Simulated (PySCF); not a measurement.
# A search over the determinants of BiPb

Unrestricted PBE0; PySCF, scalar-relativistic core potentials, basis sets Bi cc-pVDZ-PP with ECP60, Pb cc-pVDZ-PP with ECP60. Outer shells of the fragments: Bi 5d10 6s2 6p3; Pb 5d10 6s2 6p2.

Followed along the bond (rough minima from three points):

```csv
2Ms+1,unpaired,⟨S²⟩ at the start,R at minimum (Å),Te (eV)
2,π ↑,0.90,2.80,0.00
2,σ ↑,1.16,2.69,0.47
4,π ↑↑↑,3.76,3.08,0.74
2,π ↑↑↓,1.76,3.08,1.07
4,"σ ↑, π ↑↑",3.76,2.94,1.37
```

Solutions found at the starting distance of 2.855 Å, counted from the lowest of them; the search is not exhaustive and high or unbound solutions are not listed, so other states can lie among these:

```csv
2Ms+1,unpaired,term,E (eV),⟨S²⟩,⟨Lz²⟩,μ (D)
2,π ↑,²Π,0.00,0.90,1.00,1.55
2,σ ↑,mixed,0.60,1.16,0.00,1.40
4,π ↑↑↑,⁴Π,0.87,3.76,1.00,0.32
2,π ↑↑↓,mixed,1.21,1.76,3.01,0.34
4,"σ ↑, π ↑↑",mixed,1.38,3.76,2.01,0.70
4,"σ ↑, π ↑↑",mixed,1.77,3.75,2.00,1.17
```

A term symbol is given only where ⟨S²⟩ and ⟨Lz²⟩ are close to those of a pure state; real π, δ and φ orbitals otherwise mix terms. A positive dipole means Bi(−)Pb(+).

Problem. Compare the gap between the two lowest followed solutions at the starting distance with the gap between their minima.

Solution. At PBE0 the second solution (Ms = 0.5 of mixed spin, unpaired electrons σ ↑) lies +0.60 eV from the first (doublet, unpaired electrons π ↑) at 2.855 Å and +0.47 eV at the minima; the two curves relax by different amounts, since their minima lie near 2.69 and 2.80 Å.

These are scalar-relativistic numbers at best; spin–orbit coupling would shift them, the dissociation energy most. Counting both spins, an empty level lies below a filled one in some of these solutions, because spin and occupation are held.
